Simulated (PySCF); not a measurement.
Vertical excitations of a molecule CH₇GeNOSi from TDA-M06-2X/def2-SVPD (PySCF), as energy in eV (oscillator strength): 5.71 (0.024), 5.99 (0.005), 6.25 (0.012), 6.61 (0.103), 6.66 (0.025), 6.81 (0.052), 6.96 (0.229), 7.09 (0.108), 7.26 (0.040), 7.35 (0.008). Lowest triplet (TDA): 5.32 eV. The structure is a stationary point at B3LYP-D3(BJ)/def2-SVP. One conformer was computed; it need not be the lowest.

### Question
Pick the molecule that these values belong to.
(A) N[Si@H]1C[O][GeH2]1
(B) [CH2]1O[SiH2][NH][GeH2]1
(C) [OH][Ge@@H]1[NH]C[SiH2]1
(D) O[Si@@H]1N[CH2][GeH2]1

### Answer
C, [OH][Ge@@H]1[NH]C[SiH2]1
